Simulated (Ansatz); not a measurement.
Reactions of `CSB[SiH3]`.

Computed with Ansatz on PBE0-D4/def2-TZVP structures; ΔE is electronic, products minus reactants. CCSD(T)/CBS is the MP2 limit (def2-TZVPP, def2-QZVPP) plus CCSD(T) − MP2 in def2-TZVPP, frozen cores. This one scheme is used for every species. DFT in def2-TZVPP. B3LYP here is the variant with VWN-RPA as its local correlation; programs differ in this. def2 core potentials past Kr. For Sn, Te outer-core shells are correlated without core-valence functions, which leaves a few kJ/mol of doubt a bond. Each species was taken in one conformer, which may not be the lowest.

| reaction | CCSD(T)/CBS(def2) (kJ/mol) |
| --- | --- |
| `CSB[SiH3]` + `C#C[TeH]` → `CSB[TeH]` + `C#C[SiH3]` | -129 |
| `CSB[SiH3]` + `CN[SiH3]` → `CN([SiH3])B[SiH3]` + CH₃SH | -29 |
| `CSB[SiH3]` + H₂ → `BSC` + SiH₄ | ? |
| `CSB[SiH3]` + silanol → `[SiH3]BO[SiH3]` + CH₃SH | -17 |
| `CSB[SiH3]` → `C[SiH2]BS` | -43 |
| `CSB[SiH3]` → `CB[SiH2]S` | -2 |
| `CSB[SiH3]` + `SC1CO1` → `[SiH3]SC1CO1` + `BSC` | -67 |
| `CSB[SiH3]` + `[CH3][Al]([CH3])[SnH3]` → `[CH3][Al]([CH3])[BH][SiH3]` + `C[S][SnH3]` | 129 |
| `CSB[SiH3]` + silanol → `CSBO[SiH3]` + SiH₄ | ? |
| `CSB[SiH3]` + `OCS` → `[SiH3]BOCS` + CH₃SH | ? |

(1) Fill in the missing values. (An estimate is asked.)

Largest T1 diagnostic: 0.015, for `CSB[SiH3]`.

Answers

(1) Ansatz gave: `CSB[SiH3]` + H₂ → `BSC` + SiH₄: -28.6 kJ/mol; `CSB[SiH3]` + silanol → `CSBO[SiH3]` + SiH₄: -123.7 kJ/mol; `CSB[SiH3]` + `OCS` → `[SiH3]BOCS` + CH₃SH: -32.7 kJ/mol.
